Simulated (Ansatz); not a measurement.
Molecule: sum formula H₈SiN₃O (charge +1, singlet). It need not be the lowest isomer of its formula. 
Geometry from a B3LYP-D3(BJ)/def2-TZVP (Ansatz, a first-principles code) optimisation:
```
Si
O 1 1.6172
H 2 0.9619 1 123.44
N 1 1.6717 2 115.10 3 -77.55
H 4 1.0078 1 124.58 2 165.23
H 4 1.0082 5 112.41 1 172.77
N 1 1.6761 2 121.37 3 64.13
H 7 1.0087 1 124.33 2 38.92
H 7 1.0089 8 111.43 1 161.04
N 1 1.9052 2 92.83 3 171.74
H 10 1.0202 1 111.53 2 177.30
H 10 1.0214 11 107.70 1 -123.75
H 10 1.0215 11 107.79 12 -114.85
```
Charge +1, spin multiplicity 1.

Basis-set convergence of Hartree-Fock and CCSD correlation energies (hartree) with Ansatz. Correlated levels leave the core frozen unless marked. Spin-orbit coupling is left out. Non-relativistic.

| basis | functions | E(HF) | E(corr, CCSD) |
|---|---|---|---|
| cc-pV(D+d)Z | 119 | -531.77414 | -0.83953 |
| cc-pV(T+d)Z | 271 | [?] | [?] |

Task: What belongs in the gaps?

Result: 
- cc-pV(T+d)Z, E(HF): -531.88703
- cc-pV(T+d)Z, E(corr, CCSD): -1.03335
